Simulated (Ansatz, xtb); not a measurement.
**Two structures of C4H9AlS**

Structure I: `C[S][AlH][CH]1CC1`, a singlet. Structure II: a singlet given by its coordinates. Both are isolated molecules in the gas phase, relaxed with PBE-D3(BJ)/def2-SVP; the shapes shown needn't be the lowest conformers.

I (Å):

```xyz
15

C    -2.3160    0.9201    1.3986
C     1.8743   -1.3048   -0.0012
C     1.7813   -2.7206    0.5823
C     2.5763   -1.6822    1.3092
Al    0.3266   -0.1287    0.0039
S    -0.9992   -0.3216    1.7489
H    -2.1499    1.4426    0.4367
H    -3.2935    0.4024    1.3645
H    -2.3308    1.6651    2.2168
H    -0.0741    0.9460   -1.1142
H     2.5583   -1.2237   -0.8656
H     2.3260   -3.5216    0.0565
H     0.8236   -3.0481    1.0206
H     3.6755   -1.7591    1.2905
H     2.1749   -1.2834    2.2560
```

II (Å):

```
atom    x (Å)    y (Å)    z (Å)
   C  -0.8199   0.0826  -0.5103
   C  -0.3613   1.4243  -1.0378
   C   1.0294   1.9604  -0.5922
   C  -0.2704   2.6285  -0.1629
  Al   1.6737   0.1025  -2.1003
   S   0.1420  -1.3179  -1.2525
   H   1.3953   0.8364  -3.5002
   H   3.1836   0.0001  -1.5699
   H  -0.7029   0.0434   0.5931
   H  -1.8960  -0.0607  -0.7371
   H  -0.6112   1.6094  -2.0972
   H   1.6614   2.5256  -1.2995
   H   1.5767   1.4190   0.1973
   H  -0.5482   2.5135   0.8966
   H  -0.5010   3.6131  -0.5968
```

Close contacts (Å): C1–C2 1.51, C1–S6 1.85, C2–C3 1.56, C2–C4 1.49, C3–C4 1.52, C3–Al5 2.48, Al5–S6 2.25, C1–H9 1.11, C1–H10 1.11, C2–H11 1.10, C3–H12 1.10, C3–H13 1.10, C4–H14 1.10, C4–H15 1.10, Al5–H7 1.60, Al5–H8 1.60.

Estimate E(II) − E(I) at the level CCSD(T)/def2-SVP + ΔMP2/def2-TZVPP.

Calculated at CCSD(T)/def2-SVP + ΔMP2/def2-TZVPP: E(II) − E(I) = +0.373 eV, so structure I lies lower.

The same difference at several levels:

| level | geometry | E(II) − E(I) (eV) | departure from the last row (eV) | job, with rough time for the two |
| --- | --- | --- | --- | --- |
| GFN2-xTB | GFN2-xTB | −0.837 | −1.210 | optimisation, 0.71 s |
| HF/STO-3G | GFN2-xTB | +0.734 | +0.361 | single point, 0.34 s |
| r2SCAN-D4/def2-SVP | GFN2-xTB | +0.316 | −0.057 | single point, 4.5 s |
| PBE-D3(BJ)/def2-SVP | PBE-D3(BJ)/def2-SVP | +0.288 | −0.085 | optimisation, 27 s |
| HF/def2-SVP | PBE-D3(BJ)/def2-SVP | +0.536 | +0.163 | part of the CCSD(T) run |
| MP2/def2-SVP | PBE-D3(BJ)/def2-SVP | +0.312 | −0.061 | part of the CCSD(T) run |
| CCSD(T)/def2-SVP | PBE-D3(BJ)/def2-SVP | +0.344 | −0.029 | single point |
| CCSD(T)/def2-SVP + ΔMP2/def2-TZVPP | PBE-D3(BJ)/def2-SVP | +0.373 |  | single point, 51 s |

GFN2-xTB puts the two in the other order. The largest departure from CCSD(T)/def2-SVP + ΔMP2/def2-TZVPP is that of GFN2-xTB, 1.210 eV. The last row adds to CCSD(T) the change of the MP2 difference between the two basis sets, here +0.029 eV.

With thermal terms from frequencies at re-optimised GFN2-xTB minima (ideal gas, soft modes damped towards free rotors, one conformer each, 298.15 K, 1 atm): the zero-point term adds −0.034 eV; ΔH is +0.303 and ΔG +0.413 eV.

The correlated steps freeze 14 core orbitals. Programs: Ansatz 0.2.0, xtb 6.7.1; the last row on 4 threads of Arm Neoverse V1 on a shared host.
